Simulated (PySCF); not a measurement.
Gas-phase reaction: BCl + Cl2 + borazine → B3N3Cl3H3 + BH3

Method: PySCF energies plus ideal-gas RRHO corrections (1 bar). † marks an energy on the PBE0/def2-TZVP geometry and frequencies; other levels use their own. MP2 and CCSD(T) freeze the core. 6-31G* has spherical d functions here. All species are closed-shell singlets. B3LYP is the form with VWN-RPA correlation. MP2 isn't extrapolated to the basis-set limit. CCSD(T) isn't extrapolated to the basis-set limit.

```tsv
level	ΔH°(298 K), kJ
B3LYP/def2-TZVP†	-564
CCSD(T)/def2-SVP†	-611
HF/6-31G*	-635
HF/def2-TZVP†	-591
MP2/def2-SVP†	-664
PBE/def2-TZVP†	-566
PBE0/def2-TZVP	?
LDA/def2-TZVP†	?
ωB97M-V/def2-TZVP†	?
ωB97X-V/def2-TZVP†	?
```

Q: Fill in the missing entries.

A: 
- PBE0/def2-TZVP, ΔH°(298 K), kJ: -595
- LDA/def2-TZVP†, ΔH°(298 K), kJ: -617
- ωB97M-V/def2-TZVP†, ΔH°(298 K), kJ: -587
- ωB97X-V/def2-TZVP†, ΔH°(298 K), kJ: -602
